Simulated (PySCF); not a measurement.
**Spinor energies of Tc³⁺ (technetium, charge +3)**

Start: [Kr] 4d4; 4d5/2 filled at m_j = -1/2, +1/2, +3/2, +5/2. Calculated with PySCF 2.14 in x2c-SVPall-2c with one added diffuse shell each of s, p, d type (7s9p7d1f, 76 functions): generalised Hartree-Fock with the X2C-1e Hamiltonian and a Gaussian nucleus; one run each with spin-orbit coupling (SO) switched off, then screened by Boettger's factors. This is a chosen level, not necessarily the ground level.

```
spinor shell  electrons  ε, spin-free (eV)  ε, screened SO (eV)  weight of nominal j (screened SO)  rms radius, screened SO (bohr)
       1s1/2          2           -21186.1             -21185.0                              1.000                          0.0394
       2s1/2          2            -3125.6              -3125.3                              1.000                           0.162
       2p1/2          2            -2794.6              -2876.4                              1.000                           0.141
       2p3/2          4            -2794.6              -2756.3                              1.000                           0.145
       3s1/2          2            -603.22              -603.18                              1.000                           0.441
       3p1/2          2            -491.44              -505.66                              1.000                           0.439
       3d3/2          4            -310.57              -312.95                              0.968                           0.434
       3d5/2          6            -310.57              -308.95                              0.979                           0.437
       4s1/2          2            -119.92              -119.92                              1.000                            1.13
       4p1/2          2            -86.023              -90.487                              0.693                            1.24
       4p3/2          4            -86.023              -83.880                              0.846                            1.24
       4d5/2          4            -43.068              -43.039                              0.662                            1.63
```

Task: Where does 3p3/2 lie, and what is the 3p spin-orbit splitting (screened SO)?

Result: At -484.79 eV, 20.866 eV above 3p1/2.

```json
{"quantity": "E (hartree)", "spin-free": "-4280.60553", "screened SO": "-4281.13052"}
{"quantity": "M_J", "spin-free": "4", "screened SO": "4"}
{"quantity": "⟨J²⟩", "spin-free": "20.005", "screened SO": "20.007"}
{"quantity": "⟨L²⟩", "spin-free": "6.004", "screened SO": "6.071"}
{"quantity": "⟨S²⟩", "spin-free": "6.001", "screened SO": "5.973"}
```

Each row is a mean over spinors that exchange with the open shell spreads, by up to 9.940 eV (4p3/2).

Rows whose weight is well below 1 are mixtures of j = l ± 1/2: exchange outweighs spin-orbit coupling there, and the label is only the starting occupation.

Breit and QED terms are absent; they matter most for the inner s and p1/2 levels.

Densities and radii are taken from the X2C orbitals without a picture-change correction, which distorts them close to the nucleus.

Without spin-orbit coupling the j labels of p, d and f shells carry no meaning; the spin-free column gives the mean over the occupied spinors of each nl shell.
